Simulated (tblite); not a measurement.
C5H9F2NO.
SMILES with atom numbers: `[CH3:1][CH2:2][CH2:3][NH:4][C:5](=[O:6])[CH:7]([F:8])[F:9]` (hydrogens: H10, H11, H12 on C1; H13, H14 on C2; H15, H16 on C3; H17 on N4; H18 on C7)

Computed with GFN2-xTB (tblite), gas phase: Langevin dynamics at 400 K from the optimised GFN2-xTB geometry, time step 0.5 fs, friction 0.01 fs⁻¹, 2000 steps. The instantaneous temperature is 2·E(kin)/(3Nk) with all 3N coordinates.

| t (fs) | T (K) | E(pot) above start (eV) | C1–C2 (Å) | C2–C3 (Å) | C3–N4 (Å) | N4–C5 (Å) | C5=O6 (Å) | C1–H10 (Å) | C1–C2–C3–N4 (°) |
| --- | --- | --- | --- | --- | --- | --- | --- | --- | --- |
| 0 | 339 | 0.000 | 1.525 | 1.530 | 1.446 | 1.337 | 1.208 | 1.088 | -64 |
| 50 | 282 | 0.547 | 1.540 | 1.583 | 1.420 | 1.329 | 1.226 | 1.073 | -81 |
| 100 | 294 | 0.429 | 1.502 | 1.545 | 1.478 | 1.378 | 1.187 | 1.079 | -90 |
| 150 | 364 | 0.575 | 1.534 | 1.500 | 1.460 | 1.350 | 1.197 | 1.080 | -78 |
| 200 | 342 | 0.619 | 1.540 | 1.588 | 1.437 | 1.352 | 1.206 | 1.135 | -69 |
| 250 | 382 | 0.707 | 1.537 | 1.532 | 1.456 | 1.309 | 1.196 | 1.072 | -63 |
| 300 | 465 | 1.159 | 1.662 | 1.510 | 1.468 | 1.310 | 1.186 | 1.101 | -54 |
| 350 | 489 | 0.885 | 1.547 | 1.565 | 1.488 | 1.322 | 1.183 | 1.110 | -58 |
| 400 | 527 | 0.781 | 1.502 | 1.521 | 1.439 | 1.328 | 1.200 | 1.014 | -69 |
| 450 | 370 | 1.068 | 1.552 | 1.513 | 1.427 | 1.366 | 1.223 | 1.195 | -56 |
| 500 | 426 | 0.820 | 1.519 | 1.526 | 1.450 | 1.320 | 1.205 | 1.069 | -58 |
| 550 | 436 | 0.627 | 1.497 | 1.550 | 1.452 | 1.309 | 1.219 | 1.121 | -69 |
| 600 | 455 | 0.497 | 1.571 | 1.478 | 1.439 | 1.332 | 1.189 | 1.077 | -67 |
| 650 | 353 | 0.580 | 1.594 | 1.513 | 1.507 | 1.317 | 1.202 | 1.138 | -79 |
| 700 | 455 | 0.751 | 1.490 | 1.592 | 1.517 | 1.312 | 1.219 | 1.043 | -81 |
| 750 | 408 | 0.700 | 1.534 | 1.497 | 1.460 | 1.326 | 1.216 | 1.134 | -70 |
| 800 | 342 | 1.145 | 1.562 | 1.504 | 1.411 | 1.403 | 1.206 | 1.062 | -59 |
| 850 | 376 | 1.217 | 1.459 | 1.532 | 1.434 | 1.349 | 1.262 | 1.124 | -68 |
| 900 | 382 | 1.133 | 1.513 | 1.513 | 1.469 | 1.345 | 1.184 | 1.034 | -74 |
| 950 | 336 | 0.669 | 1.611 | 1.528 | 1.477 | 1.305 | 1.171 | 1.124 | -39 |
| 1000 | 352 | 0.678 | 1.512 | 1.593 | 1.445 | 1.276 | 1.230 | 1.028 | -64 |

**Question.** From 500 fs on, how do temperature and potential energy compare with equipartition?

**Answer.** The mean temperature of these 11 frames is 393 K against the target 400 K, and the mean potential energy 0.80 eV against 48 × kT/2 = 0.83 eV for 48 classical harmonic modes. For 18 atoms in a canonical ensemble the temperature itself scatters by T·√(2/(3N)) = 77 K; here its standard deviation is 43 K. The whole run lasts only 10 friction times of 100 fs, so these averages carry a wide statistical error.

**Question.** What are the kinetic and total energies of the listed frame with the highest potential energy?

**Answer.** The one at 850 fs, 1.217 eV above the start. Its kinetic energy is 3NkT/2 = 0.875 eV at 376 K, so the sum is 2.09 eV; over the listed frames the sum runs from 0.79 to 2.24 eV, since the thermostat adds and removes energy.

**Question.** How much do the listed bonds fluctuate from 500 fs on?

**Answer.** 
| bond | at the start (Å) | mean (Å) | standard deviation (Å) |
| --- | --- | --- | --- |
| C1–C2 | 1.525 | 1.533 | 0.044 |
| C2–C3 | 1.530 | 1.530 | 0.035 |
| C3–N4 | 1.446 | 1.460 | 0.030 |
| N4–C5 | 1.337 | 1.327 | 0.031 |
| C5=O6 | 1.208 | 1.209 | 0.023 |
| C1–H10 | 1.088 | 1.087 | 0.040 |

The motion is classical and holds no zero-point motion.

The cost below is that of the whole dynamics run. On Arm Neoverse V1, one thread, no GPU, shared host, this took 12 s and 0.18 GiB of memory at its peak.
